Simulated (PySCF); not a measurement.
# One molecule, several mistakes: BClGeH5Si cation

These are calculations, not measurements. The program is PySCF 2.14.0, an open-source quantum chemistry code, run on an isolated molecule that a program drew, which may never have been made. The molecule is BClGeH5Si cation (charge +1, singlet), drawn as the SMILES string `[BH2][Ge+]([SiH3])[Cl]`.

Each row is a Hartree-Fock (HF) and frozen-core CCSD(T) single point in the cc-pV(D+d)Z basis, meant for a local HF minimum. Run 1 is clean. Each other run has one planted mistake out of seven kinds, and not every kind appears here: one electron removed, one electron added, multiplicity raised by two, geometry at a saddle point, minimal basis STO-3G, one bond length entered in bohr, all coordinates scaled. The reference is restricted for singlets and unrestricted otherwise, and also for a bond in bohr. Adding or removing an electron swaps singlet and doublet. Electrons count all cores. HOMO and LUMO are orbital energies over both spins, the gradient is its largest component, and the lowest frequency (negative if imaginary) is given only where the gradient is small. Bond lengths are over the 8 bonds as drawn. T1 is the CCSD diagnostic: over 0.02 (restricted) or 0.045 (unrestricted) a single reference is doubtful. Germanium has the cc-pVDZ-PP basis, with a core potential (ECP10MDF) in place of its 10 inner electrons, and its 3s, 3p and 3d shells are frozen in CCSD(T).

Geometry of the clean run:
```xyz
9
BClGeH5Si cation, angstrom
B    -1.2406   -1.5870    3.0388
Ge   -2.0705   -2.1231    1.1900
Si   -2.4767   -1.1745   -1.0469
Cl   -2.7674   -4.1092    1.3261
H    -1.9676   -1.1017    3.8444
H    -0.0840   -1.8068    3.2031
H    -1.9447    0.1925   -0.9873
H    -1.7288   -2.0897   -1.9190
H    -3.9381   -1.2626   -1.1667
```

| run | electrons | basis functions | <S^2> | HOMO (eV) | LUMO (eV) | gradient (hartree/bohr) | lowest frequency (cm^-1) | mean bond (Å) | longest bond (Å) | T1 | HF (hartree) | CCSD(T) (hartree) | mistake |
|---|---|---|---|---|---|---|---|---|---|---|---|---|---|
| 1 | 72 | 108 | 0.000 | -15.61 | -5.15 | 6.4e-06 | 42 | 1.6815 | 2.463 | 0.0157 | -1069.16605 | -1069.62612 | no fault |
| 2 | 72 | 108 | 0.000 | -15.45 | -5.20 | 2.0e-02 | - | 1.7303 | 2.535 | 0.0165 | -1069.16024 | -1069.62271 | all coordinates scaled |
| 3 | 73 | 108 | 0.769 | -6.89 | 0.93 | 3.9e-02 | - | 1.6815 | 2.463 | 0.0134 | -1069.38694 | -1069.85621 | one electron added |
| 4 | 72 | 108 | 0.920 | -12.97 | -5.78 | 2.0e-02 | - | 1.9147 | 3.961 | 0.0337 | -1069.07681 | -1069.51990 | one bond length entered in bohr |
| 5 | 72 | 108 | 2.024 | -12.61 | -7.96 | 3.4e-02 | - | 1.6815 | 2.463 | 0.0274 | -1069.05671 | -1069.51418 | multiplicity raised by two |
| 6 | 71 | 108 | 0.785 | -22.37 | -13.78 | 6.3e-02 | - | 1.6815 | 2.463 | 0.0318 | -1068.62530 | -1069.07668 | ? |

**Which mistake was planted in run 6, and what did it cost?**

It counts 71 electrons, one fewer than the clean run, at the same geometry and basis. So the mistake is: one electron removed. Subtracting run 1 and multiplying by 627.51 kcal/mol a hartree, the energy moved by 339.3 kcal/mol in HF and 344.8 kcal/mol in CCSD(T).

